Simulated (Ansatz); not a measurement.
Consider the ligand exchange at the Hf–O bond: `[OH][Hf]([OH])([OH])[Cl]` + H–F → `[OH][Hf]([OH])([F])[Cl]` + H₂O.

Computed with Ansatz on PBE0-D4/def2-TZVP structures; ΔE is electronic, products minus reactants. CBS: MP2 limit from def2 TZ/QZ plus the TZ coupled-cluster correction, frozen cores. This one scheme is used for every species. DFT in def2-TZVPP. B3LYP here is the variant with VWN-RPA as its local correlation; programs differ in this. Elements past krypton have def2 core potentials. For Hf outer-core shells are correlated without core-valence functions, which leaves a few kJ/mol of doubt a bond. Each species was taken in one conformer, which may not be the lowest.

| level | ΔE (kJ/mol) |
| --- | --- |
| LDA (SPW92) | -48.7 |
| r2SCAN-D4 | -55.3 |
| B3LYP-D4 | -52.5 |
| ωB97X-V | -53.9 |
| r2SCAN | -55.8 |
| LC-ωPBE | -55.5 |
| RPA@PBE/def2-TZVPP | -48.7 |
| MP2/CBS(def2) | -44.7 |

**Question.** What does CCSD(T)/CBS give? (Estimate.)

**Answer.** Computed: -47.8 kJ/mol. The listed levels differ from it by -0.9, -7.5, -4.7, -6.1, -8.0, -7.7, -0.9, 3.1 kJ/mol.

Largest T1 diagnostic among the species: 0.015.

From r2SCAN to r2SCAN0 (25 % exact exchange), in def2-TZVPP and without D4, ΔE moves by +3.2 kJ/mol. Leaving LDA and LC-ωPBE aside and taking each functional with its dispersion term where it has one, the values, not all of them listed here, spread over 8.7 kJ/mol, from B97M-V to PBE-QIDH. LDA lies +7.2 kJ/mol from PBE without D4. At CCSD(T), def2-SVP lies −4.6 kJ/mol from the extrapolated value and def2-TZVPP +0.4 kJ/mol.
